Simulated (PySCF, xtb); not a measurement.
C4H6OSe, SMILES C1[C@H]([SeH])C(=O)C1.

GFN2-xTB (xtb) at its own geometry gives an orbital gap of 2.60 eV and a dipole moment of 3.37 D.

Geometry optimised at B3LYP-D3(BJ)/def2-SVP. The structure was generated by enumeration; whether it is a known compound was not checked. The values are those of a single conformer.

Question: What does PySCF with PBE/def2-TZVP give? (An estimate is asked for; the answer gives what the named calculation found.)

Answer: gap 3.08 eV (levels -5.48 and -2.39 eV), dipole 2.41 D.
